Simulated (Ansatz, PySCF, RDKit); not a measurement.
CH5N (SMILES CN) and CH6Si (SMILES C[SiH3]) are pulled apart as rigid monomers along the line of their centres of mass, from the B3LYP-D3(BJ)/def2-TZVP minimum. Starting geometry (charge 0, multiplicity 1):
```xyz
15

C     -0.979     0.271     0.089
N      0.428     0.158     0.470
H     -1.235    -0.549    -0.584
H     -1.127     1.201    -0.462
H     -1.688     0.256     0.927
H      0.596    -0.706     0.972
H      0.696     0.917     1.084
C      1.472    -0.168     4.214
Si    -0.389    -0.041     4.014
H      1.745    -1.106     4.701
H      1.852     0.652     4.826
H      1.980    -0.130     3.249
H     -0.909    -1.158     3.189
H     -0.763     1.235     3.357
H     -1.053    -0.094     5.339
```

Interaction energies with rigid monomers; basis-set methods are counterpoise corrected unless marked otherwise.

Rows in 3-21G, 6-31G* carry no dispersion term and start afresh at each structure (6-31G* with six Cartesian d functions). MP2/6-31G* freezes PySCF's default core.

The values were computed with Ansatz (Gaussian basis) for Hartree–Fock, density functionals and correlated methods; PySCF for 3-21G rows, 6-31G* rows, the dispersion terms; RDKit for the force fields. 

```json
[
 {"H6···Si9 (Å)": "2.99", "UFF (kcal/mol)": "0.33", "PBE-D3(BJ)/def2-TZVPPD (kcal/mol)": "-1.45", "B3LYP/3-21G (no counterpoise) (kcal/mol)": "-2.37", "B3LYP/def2-TZVPPD (kcal/mol)": "2.46", "MP2/6-31G* (kcal/mol)": "2.58"},
 {"H6···Si9 (Å)": "3.27", "UFF (kcal/mol)": "-1.76", "PBE-D3(BJ)/def2-TZVPPD (kcal/mol)": "-2.03", "B3LYP/3-21G (no counterpoise) (kcal/mol)": "-2.91", "B3LYP/def2-TZVPPD (kcal/mol)": "0.85", "MP2/6-31G* (kcal/mol)": "0.54"},
 {"H6···Si9 (Å)": "3.70", "UFF (kcal/mol)": "-1.50", "PBE-D3(BJ)/def2-TZVPPD (kcal/mol)": "___", "B3LYP/3-21G (no counterpoise) (kcal/mol)": "-1.77", "B3LYP/def2-TZVPPD (kcal/mol)": "0.26", "MP2/6-31G* (kcal/mol)": "-0.20"},
 {"H6···Si9 (Å)": "4.45", "UFF (kcal/mol)": "___", "PBE-D3(BJ)/def2-TZVPPD (kcal/mol)": "-0.68", "B3LYP/3-21G (no counterpoise) (kcal/mol)": "-0.28", "B3LYP/def2-TZVPPD (kcal/mol)": "0.12", "MP2/6-31G* (kcal/mol)": "-0.19"},
 {"H6···Si9 (Å)": "5.68", "UFF (kcal/mol)": "-0.17", "PBE-D3(BJ)/def2-TZVPPD (kcal/mol)": "-0.16", "B3LYP/3-21G (no counterpoise) (kcal/mol)": "-0.01", "B3LYP/def2-TZVPPD (kcal/mol)": "0.02", "MP2/6-31G* (kcal/mol)": "-0.06"}
]
```

Question: Complete the blanks.

Answer: 
- 4.45, UFF (kcal/mol): -0.65
- 3.70, PBE-D3(BJ)/def2-TZVPPD (kcal/mol): -1.59

Ansatz is a first-principles code.
